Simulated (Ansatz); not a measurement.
`[SH][Ti]([SH])([SH])[Cl]` + `F[Si](F)(F)[SiH3]` → `[F][Ti]([SH])([SH])[SH]` + `F[Si](F)([SiH3])Cl`  (redistribution)

Program: Ansatz. Geometries: PBE0-D4/def2-TZVP. ΔE: electronic, gas phase. CCSD(T)/CBS adds triple-zeta CCSD(T) − MP2 to the extrapolated MP2 energy (def2 sets, frozen cores). For Ti outer-core shells are correlated without core-valence functions, which leaves a few kJ/mol of doubt a bond. Scalar relativity is left out up to krypton. Each species was taken in one conformer, which may not be the lowest.

```
                   species  HF/def2-QZVPP energy (Eh)
`[SH][Ti]([SH])([SH])[Cl]`                -2502.52325
       `F[Si](F)(F)[SiH3]`                 -878.33593
 `[F][Ti]([SH])([SH])[SH]`                -2142.49286
      `F[Si](F)([SiH3])Cl`                -1238.35219
```

Problem. Work out ΔE.

Solution. ΔE = (-2142.49286) + (-1238.35219) − (-2502.52325) − (-878.33593) = 0.01413 Eh = +0.38 eV. CCSD(T)/CBS gives +0.45 eV.

Largest T1 diagnostic among the species: 0.028, so the coupled-cluster value is less sure than usual.

From PBE to PBE0 (25 % exact exchange), in def2-TZVPP and without D4, ΔE moves by +0.06 eV. In def2-TZVPP, CCSD(T) changes the Hartree–Fock value by +0.06 eV (the triples alone add +0.05 eV) and MP2 by +0.20 eV.
